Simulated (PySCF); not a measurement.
H18N6Ni (SMILES [NH3]->[Ni+2](<-[NH3])(<-[NH3])(<-[NH3])(<-[NH3])<-[NH3]), charge +2, triplet (typed; the unrestricted solution is spin-contaminated), at a GFN2-xTB geometry (such geometries of metal compounds can be far from the true shape); PySCF with PBE0/STO-3G.

Here is a job for PySCF.
```python
from pyscf import gto, scf, dft

mol = gto.Mole()
mol.atom = '''
    Ni    0.00007669   -0.00000160   -0.00002500
    N    -1.80583194   -1.14082178    0.46611182
    H    -2.53266252   -0.57349619    0.89839093
    H    -1.60505245   -1.89649615    1.11919885
    H    -2.22377200   -1.57023932   -0.35742408
    N    -0.53482375   -0.02479622   -2.12002702
    H    -1.51055685    0.23420271   -2.25663181
    H    -0.41458714   -0.94293431   -2.54409791
    H     0.01550852    0.62640437   -2.67677760
    N     0.41227913    0.05574497    2.14653381
    H     0.72914281   -0.83992659    2.51322682
    H    -0.42250583    0.30329423    2.67548629
    H     1.12649096    0.73918098    2.39194681
    N     1.87136437    1.06520477   -0.38014318
    H     1.82671125    2.04583975   -0.10863501
    H     2.14789474    1.04765606   -1.36004243
    H     2.64191890    0.65236079    0.14305032
    N     1.10803111   -1.86599323   -0.26638965
    H     1.71764979   -2.08271907    0.52003816
    H     1.70599978   -1.82329727   -1.09016084
    H     0.49709284   -2.67138572   -0.39090893
    N    -1.05127453    1.91067683    0.15400055
    H    -0.79234958    2.53482666   -0.60845144
    H    -0.84339086    2.40560737    1.01955265
    H    -2.06389038    1.81105917    0.11233484
'''
mol.basis = 'sto-3g'
mol.charge = 2
mol.spin = 2
mol.verbose = 4
mol.build()

mf = dft.UKS(mol)
mf.xc = 'pbe0'
mf.kernel()
```

The log (banner, timings and long lists left out):

```
PySCF version 2.14.0

[INPUT] verbose = 4
[INPUT] num. atoms = 25
[INPUT] num. electrons = 86
[INPUT] charge = 2
[INPUT] spin (= nelec alpha-beta = 2S) = 2
[INPUT] symmetry False subgroup None
[INPUT] Mole.unit = angstrom
[INPUT] Symbol           X                Y                Z      unit          X                Y                Z       unit  Magmom
[...]
nuclear repulsion = 681.40800371535
number of shells = 44
number of NR pGTOs = 198
number of NR cGTOs = 66
basis = sto-3g
ecp = {}

******** <class 'pyscf.dft.uks.UKS'> ********
method = UKS
initial guess = minao
damping factor = 0
level_shift factor = 0
DIIS = <class 'pyscf.scf.diis.CDIIS'>
diis_start_cycle = 1
diis_space = 8
diis_damp = 0
SCF conv_tol = 1e-09
SCF conv_tol_grad = None
SCF max_cycles = 50
direct_scf = True
direct_scf_tol = 1e-13
number electrons alpha = 44  beta = 42
XC library pyscf.dft.libxc version 7.1.2
    S. Lehtola, C. Steigemann, M. J. T. Oliveira, and M. A. L. Marques,  SoftwareX 7, 1–5 (2018)
XC functionals = pbe0
    C. Adamo and V. Barone,  J. Chem. Phys. 110, 6158 (1999)
    M. Ernzerhof and G. E. Scuseria,  J. Chem. Phys. 110, 5029 (1999)
radial grids:
    Treutler-Ahlrichs [JCP 102, 346 (1995); DOI:10.1063/1.469408] (M4) radial grids

becke partition: Becke, JCP 88, 2547 (1988); DOI:10.1063/1.454033
pruning grids: <function nwchem_prune>
grids dens level: 3
symmetrized grids: False
atomic radii adjust function: <function treutler_atomic_radii_adjust>
small_rho_cutoff = 0
Set gradient conv threshold to 3.16228e-05
tot grids = 280600
init E= -1822.50139375324

cycle= 1 E= -1804.79191811335  delta_E= 17.7  |g|= 3.31  |ddm|= 8.69
cycle= 2 E= -1814.52656389208  delta_E= -9.73  |g|= 1.81  |ddm|= 9.29

cycle= 3 E= -1795.65931878689  delta_E= 18.9  |g|= 3.29  |ddm|= 10.3
cycle= 4 E= -1803.23175519842  delta_E= -7.57  |g|= 3.42  |ddm|= 10.6

cycle= 5 E= -1824.58559128277  delta_E= -21.4  |g|= 0.729  |ddm|= 8.32
cycle= 6 E= -1824.76313265917  delta_E= -0.178  |g|= 0.517  |ddm|= 2.36
cycle= 7 E= -1824.86535453783  delta_E= -0.102  |g|= 0.415  |ddm|= 1.06
cycle= 8 E= -1825.32678634345  delta_E= -0.461  |g|= 0.159  |ddm|= 2.82
cycle= 9 E= -1825.37375236003  delta_E= -0.047  |g|= 0.0671  |ddm|= 0.966
cycle= 10 E= -1825.37981277624  delta_E= -0.00606  |g|= 0.0384  |ddm|= 0.342
cycle= 11 E= -1825.38182705859  delta_E= -0.00201  |g|= 0.0178  |ddm|= 0.145
cycle= 12 E= -1825.38278896164  delta_E= -0.000962  |g|= 0.0151  |ddm|= 0.0553
cycle= 13 E= -1825.38421557099  delta_E= -0.00143  |g|= 0.0139  |ddm|= 0.0787
cycle= 14 E= -1825.38523129276  delta_E= -0.00102  |g|= 0.0135  |ddm|= 0.0551
cycle= 15 E= -1825.38739669148  delta_E= -0.00217  |g|= 0.0123  |ddm|= 0.122
cycle= 16 E= -1825.39041969891  delta_E= -0.00302  |g|= 0.00916  |ddm|= 0.523
cycle= 17 E= -1825.39119584511  delta_E= -0.000776  |g|= 0.00217  |ddm|= 0.144
cycle= 18 E= -1825.39118744278  delta_E= 8.4e-06  |g|= 0.00232  |ddm|= 0.0333
cycle= 19 E= -1825.39122691421  delta_E= -3.95e-05  |g|= 0.00195  |ddm|= 0.0182
cycle= 20 E= -1825.3912799414  delta_E= -5.3e-05  |g|= 0.00185  |ddm|= 0.0205
cycle= 21 E= -1825.39138745584  delta_E= -0.000108  |g|= 0.00171  |ddm|= 0.0502
cycle= 22 E= -1825.39147607805  delta_E= -8.86e-05  |g|= 0.00145  |ddm|= 0.0446
cycle= 23 E= -1825.39156770419  delta_E= -9.16e-05  |g|= 0.00117  |ddm|= 0.0583
cycle= 24 E= -1825.39166553435  delta_E= -9.78e-05  |g|= 0.000719  |ddm|= 0.0923
cycle= 25 E= -1825.39168941351  delta_E= -2.39e-05  |g|= 0.000536  |ddm|= 0.043
cycle= 26 E= -1825.39169745072  delta_E= -8.04e-06  |g|= 0.000277  |ddm|= 0.032
cycle= 27 E= -1825.39169852263  delta_E= -1.07e-06  |g|= 0.000148  |ddm|= 0.00907
cycle= 28 E= -1825.39169869558  delta_E= -1.73e-07  |g|= 0.0001  |ddm|= 0.00298
cycle= 29 E= -1825.39169877302  delta_E= -7.74e-08  |g|= 8.45e-05  |ddm|= 0.000732
cycle= 30 E= -1825.39169884516  delta_E= -7.21e-08  |g|= 6.71e-05  |ddm|= 0.00102
cycle= 31 E= -1825.39169889525  delta_E= -5.01e-08  |g|= 6.28e-05  |ddm|= 0.000911
cycle= 32 E= -1825.39169892976  delta_E= -3.45e-08  |g|= 6.26e-05  |ddm|= 0.000479
cycle= 33 E= -1825.39169894773  delta_E= -1.8e-08  |g|= 6.24e-05  |ddm|= 0.000229
cycle= 34 E= -1825.39169891684  delta_E= 3.09e-08  |g|= 6.22e-05  |ddm|= 0.000385
cycle= 35 E= -1825.39169882866  delta_E= 8.82e-08  |g|= 6.17e-05  |ddm|= 0.00115
cycle= 36 E= -1825.39169866517  delta_E= 1.63e-07  |g|= 6.04e-05  |ddm|= 0.00207
cycle= 37 E= -1825.3916985021  delta_E= 1.63e-07  |g|= 5.95e-05  |ddm|= 0.00203
cycle= 38 E= -1825.39169839399  delta_E= 1.08e-07  |g|= 5.88e-05  |ddm|= 0.00133
cycle= 39 E= -1825.39169832325  delta_E= 7.07e-08  |g|= 5.83e-05  |ddm|= 0.000878
cycle= 40 E= -1825.39169821672  delta_E= 1.07e-07  |g|= 5.76e-05  |ddm|= 0.00137
cycle= 41 E= -1825.39169803213  delta_E= 1.85e-07  |g|= 5.52e-05  |ddm|= 0.00255
cycle= 42 E= -1825.39169757301  delta_E= 4.59e-07  |g|= 4.97e-05  |ddm|= 0.00715
cycle= 43 E= -1825.39169694046  delta_E= 6.33e-07  |g|= 3.97e-05  |ddm|= 0.0124
cycle= 44 E= -1825.39169649931  delta_E= 4.41e-07  |g|= 3.13e-05  |ddm|= 0.0139
cycle= 45 E= -1825.39169641752  delta_E= 8.18e-08  |g|= 2.81e-05  |ddm|= 0.00429
cycle= 46 E= -1825.3916963536  delta_E= 6.39e-08  |g|= 2.52e-05  |ddm|= 0.00513
cycle= 47 E= -1825.39169633866  delta_E= 1.49e-08  |g|= 2.3e-05  |ddm|= 0.00281
cycle= 48 E= -1825.39169634004  delta_E= -1.38e-09  |g|= 2.16e-05  |ddm|= 0.00168
cycle= 49 E= -1825.39169635298  delta_E= -1.29e-08  |g|= 1.94e-05  |ddm|= 0.000967
cycle= 50 E= -1825.39169638957  delta_E= -3.66e-08  |g|= 1.06e-05  |ddm|= 0.00262
SCF not converged.
SCF energy = -1825.39169638957 after 50 cycles  <S^2> = 3.0011486  2S+1 = 3.6061884
```

Convergence was not reached.
